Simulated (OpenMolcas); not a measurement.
A calculation on Ru III.

```yaml
Program: OpenMolcas 26.06
Method: "XMS-CASPT2, IPEA 0.25 Eh, imaginary shift 0.1 Eh (closed shells correlated: 4s 4p)"
Basis: ANO-RCC-VTZP [7s6p4d2f1g]
Scalar_Hamiltonian: DKH2, point nucleus
Active_space: 6 electrons in 10 orbitals (4d 5d)
State_averaging: 2S+1 = 5 even, 5 roots; 2S+1 = 3 even, 45 roots; 2S+1 = 1 even, 49 roots
Spin-orbit_coupling: RASSI with atomic mean-field integrals over the reference wave functions, term energies averaged over their components
```

(1) Which level of the active space comes out lowest?

(2) How high does 4d⁶ ³H₅ lie?

(3) How high does 4d⁶ ³H₆ lie?

(4) How high does 4d⁶ ⁵D₂ lie?

(5) The level at 16990 cm⁻¹ has J = 4. What is it made of, and what is its g factor?

Measured values: Moore, Atomic Energy Levels, vol. III, NSRDS-NBS 35 (1971 reprint of NBS Circular 467, 1958).

Answers

(1) 4d⁶ ⁵D₄, with 99 % of that term; it is also the measured ground level.

(2) 17310 cm⁻¹ above the lowest level.

(3) 17090 cm⁻¹ above the lowest level.

(4) 1769 cm⁻¹ above the lowest level; measured 1826 cm⁻¹ above the ground level, so the calculation is off by -3 %.

(5) 49 % 4d⁶ ³H₄, 25 % 4d⁶ ³F(1), 18 % 4d⁶ ³G; g = 0.975, against 0.800 from Landé's formula for the pure leading term.

CASPT2 does not keep the components of a term degenerate, so their means are used; among the terms shown or strongly mixed into the levels shown the widest spread is 350 cm-1 (4d⁶ ³H). Active for correlation alone: 5d; no level in the range computed is led by a configuration that fills it, so any true level of that kind is missing. Measured partners are found by configuration, term and J. A level has none where our copy of the source lacks it or the pairing is in doubt (some pairs that miss far off the trend of their configuration count as doubtful), and it then counts in no deviation. Levels of configurations outside the active space are missing.

A number in round brackets counts repeated terms of one configuration in the order of the reference energies.
